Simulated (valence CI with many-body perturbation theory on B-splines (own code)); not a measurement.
# E1 line list for In I

Computed by valence CI with perturbative core correlation (CI+MBPT): three valence electrons over a frozen Dirac-Fock core [Kr] 4d10, a basis of 11 s, 11 p, 10 d, 8 f, 5 g, 2 h functions for each j, with the one-electron correlation potential Σ1 (screened to all orders), the two-electron term Σ2, the three-electron term Σ3, Breit, model QED; selected single and double excitations, second order for the rest, scaled by the run's own slope (own B-spline code, finite nucleus).

Against 12 measured levels this calculation errs by 162 cm⁻¹ on average and by 504 at most. These come from a selection out of the NIST Handbook of Basic Atomic Spectroscopic Data. Levels without a partner in it may be off by more.

Lines 51 to 100 of 137 in falling wavelength, among levels below 43907 cm⁻¹, chosen from the strongest by gf and those to the six lowest levels. Wavelengths and rates use the calculated energies, so an error of 200 cm⁻¹ moves a line at 1456 nm by 2.9 % and its rate by three times that or more. Electric multipoles are in the length gauge, E1 and E2 with the static RPA response of the core. Weak lines are less certain than strong ones. Lines between different terms over intervals too small for the method are left out, as are lines whose strength nearly cancels and 5 of this kind that miss the measured wavelength by over 7 %.

```
λ vac (nm)  λ from measured levels           Upper           Lower   A (s⁻¹)  S (a.u.) with core polarisation  S without
      1908                          5s2 5f 2F°_7/2   5s 5p2 4P_5/2  7.20e+02                         1.98e-02   1.97e-02
      1908                          5s2 5f 2F°_5/2   5s 5p2 4P_5/2  4.79e+01                         9.86e-04   9.84e-04
      1807                          5s2 8p 2P°_1/2   5s2 7s 2S_1/2  3.78e+05                         2.21e+00   2.22e+00
      1790                          5s2 8p 2P°_3/2   5s2 7s 2S_1/2  4.95e+05                         5.60e+00   5.62e+00
      1693                          5s2 7p 2P°_1/2   5s2 5d 2D_3/2  7.63e+05                         3.65e+00   3.66e+00
      1668                          5s2 7p 2P°_3/2   5s2 5d 2D_5/2  5.65e+05                         5.17e+00   5.19e+00
      1662                          5s2 7p 2P°_3/2   5s2 5d 2D_3/2  6.15e+04                         5.57e-01   5.59e-01
      1606                          5s2 8p 2P°_1/2   5s 5p2 4P_3/2  2.89e+03                         1.18e-02   1.18e-02
      1592                          5s2 8p 2P°_3/2   5s 5p2 4P_3/2  2.32e+02                         1.85e-03   1.84e-03
      1569                          5s2 9p 2P°_3/2   5s 5p2 4P_5/2  9.03e+03                         6.88e-02   6.87e-02
      1525                          5s2 6f 2F°_7/2   5s 5p2 4P_5/2  5.20e+02                         7.28e-03   7.33e-03
      1525                          5s2 6f 2F°_5/2   5s 5p2 4P_5/2  3.50e+01                         3.67e-04   3.69e-04
      1497                          5s2 5f 2F°_5/2   5s 5p2 4P_3/2  4.37e+03                         4.35e-02   4.35e-02
      1464                          4f 5s2 2F°_7/2   5s2 5d 2D_5/2  1.65e+07                         2.05e+02   2.05e+02
      1464                          4f 5s2 2F°_5/2   5s2 5d 2D_5/2  1.11e+06                         1.03e+01   1.03e+01
      1460                          4f 5s2 2F°_5/2   5s2 5d 2D_3/2  1.55e+07                         1.43e+02   1.43e+02
      1456                    1442   5s2 6d 2D_3/2  5s2 6p 2P°_3/2  1.62e+06                         9.89e+00   9.90e+00
      1445                    1432   5s2 6d 2D_5/2  5s2 6p 2P°_3/2  9.40e+06                         8.41e+01   8.42e+01
      1410                          5s2 9p 2P°_1/2   5s2 7s 2S_1/2  1.57e+05                         4.34e-01   4.38e-01
      1404                          5s2 9p 2P°_3/2   5s2 7s 2S_1/2  2.15e+05                         1.17e+00   1.18e+00
      1396                    1383   5s2 6d 2D_3/2  5s2 6p 2P°_1/2  7.95e+06                         4.27e+01   4.28e+01
      1375                          5s2 8p 2P°_1/2   5s 5p2 4P_1/2  2.25e+01                         5.78e-05   5.67e-05
      1365                          5s2 8p 2P°_3/2   5s 5p2 4P_1/2  1.42e+01                         7.16e-05   6.69e-05
      1363                    1343  5s2 6p 2P°_1/2   5s2 6s 2S_1/2  1.52e+07                         3.79e+01   3.81e+01
      1311                    1292  5s2 6p 2P°_3/2   5s2 6s 2S_1/2  1.67e+07                         7.40e+01   7.44e+01
      1285                          5s2 9p 2P°_1/2   5s 5p2 4P_3/2  1.89e+03                         3.95e-03   3.95e-03
      1280                          5s2 9p 2P°_3/2   5s 5p2 4P_3/2  1.41e+02                         5.85e-04   5.79e-04
      1250                          5s2 6f 2F°_5/2   5s 5p2 4P_3/2  1.20e+03                         6.94e-03   6.94e-03
      1183                           5s2 8s 2S_1/2  5s2 6p 2P°_3/2  2.06e+06                         3.36e+00   3.34e+00
      1144                           5s2 8s 2S_1/2  5s2 6p 2P°_1/2  1.17e+06                         1.72e+00   1.71e+00
      1133                          5s2 9p 2P°_1/2   5s 5p2 4P_1/2  2.92e+01                         4.19e-05   4.12e-05
      1129                          5s2 9p 2P°_3/2   5s 5p2 4P_1/2  1.81e+01                         5.14e-05   4.86e-05
      1124                          5s2 8p 2P°_1/2   5s2 5d 2D_3/2  1.29e+05                         1.81e-01   1.83e-01
      1120                          5s2 8p 2P°_3/2   5s2 5d 2D_5/2  8.41e+04                         2.33e-01   2.36e-01
      1117                          5s2 8p 2P°_3/2   5s2 5d 2D_3/2  9.03e+03                         2.48e-02   2.51e-02
      1072                          5s2 5f 2F°_7/2   5s2 5d 2D_5/2  6.29e+06                         3.06e+01   3.06e+01
      1072                          5s2 5f 2F°_5/2   5s2 5d 2D_5/2  4.22e+05                         1.54e+00   1.54e+00
      1069                          5s2 5f 2F°_5/2   5s2 5d 2D_3/2  5.91e+06                         2.14e+01   2.14e+01
      1040                           5s2 7d 2D_3/2  5s2 6p 2P°_3/2  6.92e+05                         1.54e+00   1.54e+00
      1038                           5s2 7d 2D_5/2  5s2 6p 2P°_3/2  4.18e+06                         1.38e+01   1.39e+01
      1010                           5s2 7d 2D_3/2  5s2 6p 2P°_1/2  3.57e+06                         7.26e+00   7.28e+00
     956.2                          5s2 9p 2P°_1/2   5s2 5d 2D_3/2  3.55e+04                         3.06e-02   3.11e-02
     955.5                          5s2 9p 2P°_3/2   5s2 5d 2D_5/2  1.90e+04                         3.27e-02   3.35e-02
     953.5                          5s2 9p 2P°_3/2   5s2 5d 2D_3/2  1.91e+03                         3.27e-03   3.34e-03
     948.4                           5s2 9s 2S_1/2  5s2 6p 2P°_3/2  1.02e+06                         8.60e-01   8.53e-01
     938.9                          5s2 6f 2F°_7/2   5s2 5d 2D_5/2  2.96e+06                         9.69e+00   9.72e+00
     938.8                          5s2 6f 2F°_5/2   5s2 5d 2D_5/2  2.00e+05                         4.90e-01   4.92e-01
     937.0                          5s2 6f 2F°_5/2   5s2 5d 2D_3/2  2.79e+06                         6.79e+00   6.81e+00
     922.7                           5s2 9s 2S_1/2  5s2 6p 2P°_1/2  5.78e+05                         4.48e-01   4.45e-01
     896.7                           5s2 8d 2D_3/2  5s2 6p 2P°_3/2  2.95e+05                         4.20e-01   4.22e-01
```
